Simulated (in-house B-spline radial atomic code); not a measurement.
A fraction x of an electron is removed from 3d in the barium ion Ba⁴⁺, starting from [Kr] 4d10 5s2 5p4 and keeping the highest spin. Method: scalar-relativistic (X2C) HSE06, spin-polarised, spherical fractional occupations, Fermi nucleus of rms radius 4.8378 fm. Calculated with a B-spline radial code for spherical atoms.

Caution: exact exchange at fractional occupations of open shells leaves self-interaction of up to several eV.

| x | E(x) - E(0) (eV) | 3d down level (eV) |
| --- | --- | --- |
| 0 | 0.0000 | -816.389 |
| 0.18 | 147.7803 | -825.624 |
| 0.35 | ? | ? |
| 0.45 | ? | ? |
| 0.5 | 414.6268 | -842.198 |
| 0.55 | 456.8018 | -844.805 |
| 0.75 | 626.8092 | -855.280 |
| 0.8 | 669.6389 | -857.911 |
| 0.97 | 816.2463 | -866.889 |
| 1 | 842.2768 | -868.479 |

Problem. What belongs in the row x = 0.35?

Solution. An energy change of 288.8820 eV; 3d down at -834.405 eV.

Problem. What belongs in the row x = 0.45?

Solution. An energy change of 372.5819 eV; 3d down at -839.595 eV.

Problem. Check Janak's theorem between x = 0.5 and 0.55.

Solution. The slope of the energy is 843.50 eV; the orbital levels give 843.50 eV (-ε of the emptying orbital, averaged over the two points).
